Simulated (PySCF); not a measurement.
**The potential of point charges around `CC(C)c1pcpcp1`**

Species: `c1pc(C(C)C)pcp1`. Coordinates (GFN2-xTB, Å) and charges (e) from the PBE0/pcSseg-1 density (PySCF):

| atom | x | y | z | Mulliken | IAO | Hirshfeld | ESP-fitted |
| --- | --- | --- | --- | --- | --- | --- | --- |
| C1 | -1.782 | -1.268 | -0.452 | -0.2026 | -0.4163 | -0.1216 | -0.4300 |
| C2 | -1.194 | 0.141 | -0.432 | -0.3231 | -0.0906 | -0.0286 | +0.3796 |
| C3 | -1.855 | 0.987 | 0.657 | -0.1932 | -0.4133 | -0.1202 | -0.4670 |
| C4 | 0.310 | 0.105 | -0.224 | -0.6434 | -0.4404 | -0.0973 | +0.2654 |
| P5 | 0.841 | -0.736 | 1.210 | +0.5062 | +0.4181 | +0.1402 | -0.2838 |
| C6 | 2.565 | -0.631 | 1.229 | -0.6874 | -0.6322 | -0.1726 | +0.0933 |
| P7 | 3.767 | 0.089 | 0.215 | +0.4934 | +0.4454 | +0.1176 | -0.2450 |
| C8 | 2.872 | 0.830 | -1.064 | -0.6892 | -0.6368 | -0.1737 | +0.1043 |
| P9 | 1.194 | 0.945 | -1.465 | +0.5219 | +0.4225 | +0.1195 | -0.3156 |
| H10 | -2.849 | -1.231 | -0.660 | +0.1177 | +0.1420 | +0.0440 | +0.1130 |
| H11 | -1.299 | -1.870 | -1.219 | +0.1222 | +0.1444 | +0.0370 | +0.0909 |
| H12 | -1.633 | -1.751 | 0.513 | +0.1253 | +0.1403 | +0.0305 | +0.1119 |
| H13 | -1.394 | 0.615 | -1.403 | +0.1270 | +0.1324 | +0.0311 | -0.0229 |
| H14 | -2.928 | 1.046 | 0.492 | +0.1176 | +0.1415 | +0.0439 | +0.1188 |
| H15 | -1.447 | 1.996 | 0.652 | +0.1207 | +0.1441 | +0.0368 | +0.1079 |
| H16 | -1.674 | 0.545 | 1.636 | +0.1198 | +0.1391 | +0.0317 | +0.1207 |
| H17 | 2.992 | -1.141 | 2.092 | +0.1834 | +0.1799 | +0.0407 | +0.1285 |
| H18 | 3.505 | 1.336 | -1.790 | +0.1837 | +0.1800 | +0.0409 | +0.1300 |

Points outside the species (Å): A (4.9, 3.8, 2.9); B (-2.7, -2.1, 8.2); C (-4.5, 4.5, 0.1); D (-4.7, 8.2, -0.1).

Find the potential V = 14.3996 V·Å × Σ q/r of each set of charges at these points.

In volts:

```csv
point,nearest atom,distance (Å),Mulliken,IAO,Hirshfeld,ESP-fitted
A,P7,4.72,-0.127,-0.087,-0.021,-0.078
B,H16,7.15,+0.052,+0.018,+0.007,+0.003
C,H14,3.82,+0.077,+0.037,+0.005,+0.059
D,H15,7.05,+0.012,+0.007,+0.001,+0.014
```

How far are the other sets from the ESP-fitted one at these points?

Root-mean-square difference: IAO 0.014 V, Mulliken 0.036 V, Hirshfeld 0.039 V. The ESP scheme fits charges at the nuclei, held to the total charge, to the electrostatic potential on points at 1.4 to 2.0 times the van der Waals radii.

What energy would a point charge of -2 e have at A in the field of the ESP charges, leaving out polarisation?

+0.156 eV = +15.0 kJ/mol, a repulsion.

One conformer (not necessarily the lowest) at the GFN2-xTB geometry, without solvent, vibrations or thermal averaging.

Shape of the structure used: `[CH3:1][CH:2]([CH3:3])[c:4]1[p:5][cH:6][p:7][cH:8][p:9]1`: C1–C2–C4–P5 -56°.
